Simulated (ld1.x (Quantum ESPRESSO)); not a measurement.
u(r) = r·R(r): atom against pseudo-atom (Ni (Z = 28))

Columns: radius, all-electron u(r) and pseudo u(r) of the 3d shell (level -4.92 eV) of nickel in the configuration [Ar] 3d9 4s1 4p0; LDA (PZ), scalar-relativistic, TM scheme, ld1.x (Quantum ESPRESSO) 7.5.

| r (bohr) | all-electron | pseudo |
| --- | --- | --- |
| 0.148 | 0.2023 | 0.0614 |
| 0.295 | 0.5943 | 0.3712 |
| 0.443 | 0.8484 | 0.7933 |
| 0.590 | 0.9367 | 1.0162 |
| 0.738 | 0.9238 | 0.9974 |
| 0.885 | 0.8640 | 0.8886 |
| 1.033 | 0.7871 | 0.7894 |
| 1.180 | 0.7089 | 0.7089 |
| 1.328 | 0.6345 | 0.6345 |
| 1.475 | 0.5672 | 0.5672 |
| 1.623 | 0.5067 | 0.5067 |
| 1.770 | 0.4533 | 0.4533 |
| 1.918 | 0.4058 | 0.4058 |
| 2.065 | 0.3641 | 0.3641 |
| 2.213 | 0.3269 | 0.3269 |
| 2.360 | 0.2942 | 0.2942 |
| 2.508 | 0.2650 | 0.2650 |
| 2.655 | 0.2391 | 0.2391 |
| 2.802 | 0.2160 | 0.2160 |
| 2.950 | 0.1952 | 0.1952 |
| 3.098 | 0.1766 | 0.1766 |
| 3.245 | 0.1600 | 0.1600 |
| 3.393 | 0.1449 | 0.1449 |
| 3.540 | 0.1315 | 0.1315 |
| 3.688 | 0.1192 | 0.1192 |
| 3.835 | 0.1083 | 0.1083 |

Question: How many radial nodes do the two functions have?

Answer: The all-electron 3d function has n − l − 1 = 0; the pseudo-wave has 0.

Question: At about which radius was the pseudo-wave matched?

Answer: 1.20 bohr, where the columns begin to agree (steps of 0.15 bohr).

Question: Where does each function peak?

Answer: Outermost all-electron maximum near 0.59 bohr, pseudo maximum near 0.59 bohr (to the table’s step).

Question: Is the pseudo-wave norm-conserving?

Answer: Yes: the TM scheme keeps the norm inside the radius equal to the all-electron one, which fixes the energy derivative of the logarithmic derivative at the level.
